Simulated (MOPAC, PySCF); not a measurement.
[Cd(CH3)2], neutral singlet in the gas phase. 

Cartesian coordinates (Å):
```xyz
9

Cd     0.0000     0.0000     0.0000
C     -2.0421    -0.5129    -0.1790
H     -2.6851     0.2732     0.2488
H     -2.2601    -1.4546     0.3501
H     -2.3246    -0.6443    -1.2359
C      2.0421     0.5129     0.1790
H      2.4236     0.2686     1.1835
H      2.1940     1.5914     0.0114
H      2.6522    -0.0341    -0.5579
```
Charge 0, multiplicity 1.

All levels are single points at this geometry (r2SCAN-D4/def2-SVP); Pople sets use spherical d functions. Orbital energies aren't observables, and empty levels follow the basis.

B3LYP-D3(BJ)/def2-TZVP in PySCF gives gap (eV) = 6.36.

Problem. Estimate the gap (eV) from each of these levels: TPSSh-D3(BJ)/def2-TZVP in PySCF; BP86/6-31G* (LANL2DZ on Cd) in PySCF; SVWN5/6-31G* (LANL2DZ on Cd) in PySCF; HF/6-31G* (LANL2DZ on Cd) in PySCF; PM7 in MOPAC.

Solution. 
```tsv
level	gap (eV)
TPSSh-D3(BJ)/def2-TZVP in PySCF	5.98
BP86/6-31G* (LANL2DZ on Cd) in PySCF	4.79
SVWN5/6-31G* (LANL2DZ on Cd) in PySCF	4.71
HF/6-31G* (LANL2DZ on Cd) in PySCF	11.23
PM7 in MOPAC	12.43
```
